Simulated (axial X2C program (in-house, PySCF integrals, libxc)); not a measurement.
## Nuclear properties of SeI⁻

Computed with an in-house all-electron X2C program for linear molecules (integrals from PySCF): two-component X2C with atomic mean-field Coulomb and Gaunt terms, Gaussian nuclei, basis I dyall-acv3z, Se dyall-acv3z with contracted cores.

R = 2.557 Å (near the PBE0 minimum at charge -1 of the determinant lowest at the starting distance; the state shown can have its own minimum elsewhere).

Input and command:
```json
{"zs": [53, 34], "q": -1, "bas": ["dyall-acv3z", "dyall-acv3z"], "r0": 2.49, "levels": ["PBE0", "HF", "TPSSh", "B3LYP", "BP86"], "nst": 3}
```
```bash
python soeom.py task.json out
```

Keys: zs atomic numbers; q charge; bas basis sets; r0 starting distance in Å; levels methods; nst determinants followed.

Determinant lowest in the PBE0 search, Ω = 0 (closed shell), highest spinor 72% Se p, 15% I p, 8% I d:

```
level  qzz I (a.u.)  qzz Se (a.u.)
 PBE0          9.76           9.54
   HF          9.22          10.36
TPSSh          9.70           9.46
B3LYP          9.74           9.60
 BP86          9.76           9.21
```

Determinant 1.22 eV from it at PBE0 and this distance, Ω = 2 (⟨Sz⟩ = 1.00, ⟨Lz⟩ = 1.00 at PBE0), spin on the atoms I 0.32, Se 0.68:

| level | Eeff magnitude (GV/cm) | Ws magnitude I (kHz) | Ws magnitude Se (kHz) | A∥/gI I (MHz) | qzz I (a.u.) | A∥/gI Se (MHz) | qzz Se (a.u.) |
| --- | --- | --- | --- | --- | --- | --- | --- |
| PBE0 | 8.65 | 3.75 | 0.687 | 536 | 4.26 | 518 | 1.47 |
| HF | 10.8 | 4.76 | 0.91 | 540 | 4.84 | 589 | 1.11 |
| TPSSh | 8.18 | 3.55 | 0.647 | 538 | 4.01 | 503 | 1.59 |
| B3LYP | 8.21 | 3.57 | 0.656 | 549 | 4.19 | 530 | 1.53 |
| BP86 | 7.58 | 3.28 | 0.595 | 543 | 3.99 | 488 | 1.77 |

Eeff is the effective electric field on the electron electric dipole moment in this Ω state and Ws the scalar–pseudoscalar constant of the nucleus named (defined with the proton number Z and per Ω); A∥ (defined per Ω) follows by multiplying with gI = μI/(I μN); qzz is the electric field gradient, eQq0 = 234.96 MHz × Q/barn × qzz. The operators were transformed with the bare-nucleus X2C matrices; with these basis sets, hyperfine constants and field gradients can be off by tens of per cent, and where levels differ in sign neither size nor sign is settled.

With Q(127I) = -0.68822 barn (Q from Pyykkö, Mol. Phys. 2018), turn the PBE0 values of the first state into constants in MHz.

eQq0(127I) = 234.96 × (-0.68822) × (9.76) = -1580 MHz.

Each state is one determinant with collinear spin, which with several unpaired electrons need not be a pure state. Unrestricted Hartree–Fock can overshoot spin polarisation at the nuclei. For an anion, determinants above electron detachment, or with a positive highest level, are held by the basis set. With several open shells hyperfine constants can be off by a factor of several. Open-shell Ω = 0 determinants with evenly filled partner blocks cannot be reached by this program, so the Ω shown need not be the lowest component. The search compared states at one distance, so a state with another bond length can lie lower. Further determinants of the search, some of them spin-mixed, are not shown. PBE0 term energies can be off by some tenths of an eV.
